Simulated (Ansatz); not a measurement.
One geometry of GaSi4, several levels of theory.

```yaml
crystal:
  periodic: [false, false, false]
  atoms:
    - {symbol: Ga, position_ang: [0.000671, 0.000803, 0.006399]}
    - {symbol: Si, position_ang: [0.825889, 2.272061, 0.389096]}
    - {symbol: Si, position_ang: [-0.568974, -2.095242, 1.133464]}
    - {symbol: Si, position_ang: [-0.972936, 2.064500, -0.873308]}
    - {symbol: Si, position_ang: [0.715350, -2.242122, -0.655652]}
basis:
  gaussian: {orbitals: def2-TZVP, initial_orbitals: start.molden}
magnetization: {spin_polarized: true, initial_magnetization: 1}
correlation: {method: ccsd_t}
scf: {omitted_lower_state_checks: [starts, cluster_reference]}
output: {orbitals: {seedname: orbitals}}
```

The file start.molden holds the orbitals of an earlier run on this structure, at another level or in another basis.

```sh
$ ansatz run in.yaml --threads 4 --pin off --events-out ev --progress --plain --max-ram 4787MiB
```

Shortened log:

```
Functional definition: HF
1209 factors; integrals over basis functions are off by at most 7.9e-4 eV
mean field evaluation 1: about -83777.8826 eV, gradient 2.8e1 eV
mean field evaluation 2: about -83778.9970 eV, gradient 1.5e0 eV
mean field evaluation 4: about -83779.1531 eV, gradient 1.4e-1 eV
mean field evaluation 8: about -83779.4627 eV, gradient 1.1e0 eV
mean field evaluation 16: about -83779.5060 eV, gradient 5.8e-2 eV
mean field -83779.50626761 eV, -3078.8400675458 hartree, gradient 3.8e-6 eV, S^2 1.618837; 0 other end points of the search recorded, 0 dependent functions left out
29 core orbitals not correlated: weight in the atoms' cores, before any rotation towards them, 1.000 or more for the frozen orbitals, at most 0.000 for the correlated occupied ones
reference -83779.50626761 eV, -3078.8400675458 hartree; 15, 14 occupied and 152, 153 virtual orbitals, 1209 factors
second order -16.66468314 eV of doubles, -0.00000000 eV of singles
cycle   1  -16.39347256 eV  change    2.7e-1 eV  update   1.9e-1
cycle   2  -17.24694257 eV  change   -8.5e-1 eV  update   7.5e-2
cycle   3  -17.49237407 eV  change   -2.5e-1 eV  update   6.4e-2
cycle   4  -17.53330768 eV  change   -4.1e-2 eV  update   4.0e-2
cycle   5  -17.59461756 eV  change   -6.1e-2 eV  update   3.0e-2
cycle   6  -17.61782666 eV  change   -2.3e-2 eV  update   1.5e-2
cycle   7  -17.62423426 eV  change   -6.4e-3 eV  update   8.5e-3
cycle   8  -17.63777623 eV  change   -1.4e-2 eV  update   5.9e-3
cycle   9  -17.64016277 eV  change   -2.4e-3 eV  update   3.8e-3
cycle  10  -17.64021696 eV  change   -5.4e-5 eV  update   2.4e-3
cycle  11  -17.64123261 eV  change   -1.0e-3 eV  update   1.7e-3
cycle  12  -17.64189419 eV  change   -6.6e-4 eV  update   1.0e-3
cycle  13  -17.64164364 eV  change    2.5e-4 eV  update   6.7e-4
cycle  14  -17.64185738 eV  change   -2.1e-4 eV  update   3.8e-4
cycle  15  -17.64155308 eV  change    3.0e-4 eV  update   2.4e-4
cycle  16  -17.64168935 eV  change   -1.4e-4 eV  update   1.6e-4
cycle  17  -17.64185215 eV  change   -1.6e-4 eV  update   1.2e-4
cycle  18  -17.64191503 eV  change   -6.3e-5 eV  update   9.0e-5
cycle  19  -17.64198972 eV  change   -7.5e-5 eV  update   7.6e-5
cycle  20  -17.64194436 eV  change    4.5e-5 eV  update   5.9e-5
cycle  21  -17.64189904 eV  change    4.5e-5 eV  update   4.1e-5
cycle  22  -17.64188123 eV  change    1.8e-5 eV  update   2.6e-5
perturbative correction -1.47598351 eV, -0.0542413934 hartree
Total energy: -83798.62413235 eV, -3079.5426361162 hartree
Checks for a lower state left out: starts, cluster_reference
```

Run time 10 min (4 threads of Arm Neoverse V2 on a shared host), peak host memory 2.5 GiB.

As the first input, with `hamiltonian: {xc: {name: B3LYP}, dispersion: d4}`, `scf: {omitted_lower_state_checks: [starts]}` and without the key `correlation` (abridged; 22 s):

```
Functional definition: B3LYP
mean field evaluation 16: about -83888.4005 eV, gradient 1.9e-5 eV
mean field -83888.40047089 eV, -3082.8418557052 hartree, gradient 7.0e-6 eV, S^2 0.759604
Total energy: -83888.93527225 eV, -3082.8615092925 hartree
Checks for a lower state left out: starts
```

The first input with `hamiltonian: {xc: pbe0, dispersion: d4}`, `scf: {omitted_lower_state_checks: [starts]}` and without the key `correlation` (abridged; 23 s):

```
Functional definition: PBE0
mean field evaluation 16: about -83865.3004 eV, gradient 9.3e-6 eV
mean field -83865.30038867 eV, -3081.9929433411 hartree, gradient 9.3e-6 eV, S^2 0.770051
Total energy: -83865.58124813 eV, -3082.0032647361 hartree
Checks for a lower state left out: starts
```

As the first input, with `hamiltonian: {xc: {name: BHLYP}, dispersion: d4}`, `scf: {omitted_lower_state_checks: [starts]}` and without the key `correlation` (abridged; 22 s):

```
Functional definition: BHLYP
mean field -83883.81975104 eV, -3082.6735173557 hartree, gradient 7.0e-6 eV, S^2 0.774847
Total energy: -83884.39924201 eV, -3082.6948132559 hartree
Checks for a lower state left out: starts
```

The first input with `hamiltonian: {xc: pbe, dispersion: d4}`, `scf: {omitted_lower_state_checks: [starts]}`, `output: {forces: true, orbitals: {seedname: orbitals}}` and without the key `correlation` (abridged; 4.8 s):

```
Functional definition: PBE
mean field -83862.22884357 eV, -3081.8800661409 hartree, gradient 1.6e-5 eV, S^2 0.754868
Total energy: -83862.54997283 eV, -3081.8918674235 hartree
Atom 0 force    -0.000297    -0.001172     0.000373 eV/Å
Atom 1 force     0.010043    -0.078961     0.016279 eV/Å
Atom 2 force    -0.007817     0.082645     0.000877 eV/Å
Atom 3 force    -0.007268    -0.074784     0.001490 eV/Å
Atom 4 force     0.005339     0.072271    -0.019019 eV/Å
Dipole moment:    -0.000000    -0.000059    -0.000103 e Å
Checks for a lower state left out: starts
```

As the first input, with `hamiltonian: {xc: r2scan, dispersion: d4}`, `scf: {omitted_lower_state_checks: [starts]}` and without the key `correlation` (abridged; 35 s):

```
Functional definition: r2SCAN
mean field evaluation 16: about -83882.3464 eV, gradient 5.0e-5 eV
mean field -83882.34643995 eV, -3082.6193741717 hartree, gradient 5.7e-6 eV, S^2 0.759861
Total energy: -83882.41438662 eV, -3082.6218711655 hartree
Checks for a lower state left out: starts
```

Geometry: B3LYP-D4/def2-SVP.

B3LYP takes the VWN-RPA correlation. Correlated methods freeze 29 core orbitals; core or outer-core shells of Ga are correlated, in sets that lack core-valence functions. At CCSD(T)/def2-TZVP T1 of the charge 0 doublet is large (up to 0.065), so the single-reference result is doubtful. At CCSD(T)/def2-TZVP the charge 0 doublet is spin-contaminated (final ⟨S²⟩ up to 1.62, 0.75 for a pure state). At PBE-D4/def2-TZVP the gap within one spin of the charge 0 doublet nearly closes, so an electron or hole may be smeared out by delocalisation error. Another isomer (doublet) lies 2.06 eV lower at PBE0-D4/def2-TZVP; other spin states weren't run for this one.
